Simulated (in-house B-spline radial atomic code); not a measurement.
Computed with a B-spline radial atomic code. Model: two electrons, singlet ground state, non-relativistic, full CI in B-splines with partial waves to l = 8 (at full coupling up to 3e-4 hartree above the limit, correlation up to 0.6 % small), density held at that of full coupling by Lieb maximisation.

Along the adiabatic connection the electron repulsion is scaled by a coupling λ while a local potential keeps the density fixed. At λ = 0 the system is the Kohn-Sham one and W equals the exchange energy; the exchange-correlation energy is the area under W between 0 and 1. The kinetic energy rises with λ as the electrons avoid each other, with dT/dλ = −λ dW/dλ.

Command:
```bash
python run_ac.py task.json out
```
Settings (lengths in bohr, energies in hartree):
```
potential              harmonic
strength               3.23
lmax                   8
```

Cost of the run: 18 s on 1 thread of Intel(R) Xeon(R) Processor @ 2.30GHz, on a shared host.

**W = mean repulsion less Hartree energy, and W of three functionals.**

Given: confinement harmonic well; well frequency 3.23 hartree; external potential omega^2 r^2/2.

Computed: LDA exchange minus exact 199.91 millihartree; SCAN exchange minus exact 4.1969 millihartree.

```tsv
coupling	W xc (hartree)	W xc minus exchange (millihartree)	kinetic minus Kohn-Sham (millihartree)	LDA (PW92) W minus its exchange (millihartree)	PBE W minus its exchange (millihartree)	SCAN W minus its exchange (millihartree)
0	-1.3805	0	0	0	0	0
0.02	?	?	?	?	?	?
0.05	-1.3854	-4.95	0.12	-26.4	-8.03	-4.71
0.12	?	?	?	?	?	?
0.25	-1.4044	-23.923	2.95	-86.46	-36.51	-22.38
0.4	-1.4178	-37.333	7.3	-118.82	-55.24	-34.73
0.6	-1.4347	-54.2	15.71	-154.33	-77.74	-50.21
0.8	-1.4505	-69.993	26.75	-184.32	-98.07	-64.73
1	-1.4653	-84.799	40.06	-210.48	-116.64	-78.38
1.4	-1.4922	-111.76	72.3	-254.81	-149.64	-103.47
2	-1.527	-146.55	131.14	-308	-191.36	-136.45
3	-1.5734	-192.96	246.12	-375.18	-246.71	-181.95
4.5	-1.6245	-244	435.26	-447.37	-308.78	-234.51
7	-1.6808	-300.29	753.42	-528.25	-380.68	-295.94
10	-1.7236	-343.14	1113	-592.56	-439.18	-344.7
```

(1) What belongs in the row 0.02?

(2) What belongs in the row 0.12?

(3) What is the PBE exchange minus exact?

**Energy parts, natural occupations and partial-wave weights.**

Computed: exchange energy -1.3805 hartree; correlation energy -0.044739 hartree; kinetic part of the DFT correlation energy 0.04006 hartree; initial slope twice GL2 -0.099853 hartree; Hartree energy 2.761 hartree; Kohn-Sham kinetic 4.5142 hartree; Lieb Oxford ratio E_xc over LDA exchange 1.2072.

| natural | occupation of the shell (electrons) |
| --- | --- |
| s | 1.9904 |
| p | ? |
| s | 0.00048017 |
| d | 0.00035143 |
| p | 7.2985e-05 |
| f | 4.537e-05 |

(4) What belongs in the row p?

| wave | weight |
| --- | --- |
| s | 0.99546 |
| p | 0.0043243 |
| d | 0.00018391 |
| f | ? |
| g | 5.6882e-06 |

(5) What belongs in the row f?

(6) What is the total energy?

(7) What is the kinetic part over minus potential part?

Results:

(1) W xc (hartree): -1.3825; W xc minus exchange (millihartree): -1.99; kinetic minus Kohn-Sham (millihartree): 0.02; LDA (PW92) W minus its exchange (millihartree): -12.76; PBE W minus its exchange (millihartree): -3.27; SCAN W minus its exchange (millihartree): -1.91.

(2) W xc (hartree): -1.3922; W xc minus exchange (millihartree): -11.738; kinetic minus Kohn-Sham (millihartree): 0.7; LDA (PW92) W minus its exchange (millihartree): -51.19; PBE W minus its exchange (millihartree): -18.57; SCAN W minus its exchange (millihartree): -11.07.

(3) 58.998 millihartree.

(4) occupation of the shell (electrons): 0.0085712.

(5) weight: 2.5023e-05.

(6) 11.0521 hartree.

(7) 0.47241.

Half-way to full coupling W has made 54 % of its drop, against 50 % for a straight line, and second-order (GL2) theory, half the initial slope, overshoots the correlation energy by about 12 %: a moderate bend, as in light atoms. Over couplings 0 to 1 the errors in E_xc come to about +116 millihartree for LDA, +40 millihartree for PBE, +7.4 millihartree for SCAN, so SCAN is nearest. In LDA and PBE the errors of exchange and correlation have opposite signs, so the sum is smaller than the larger of the two.
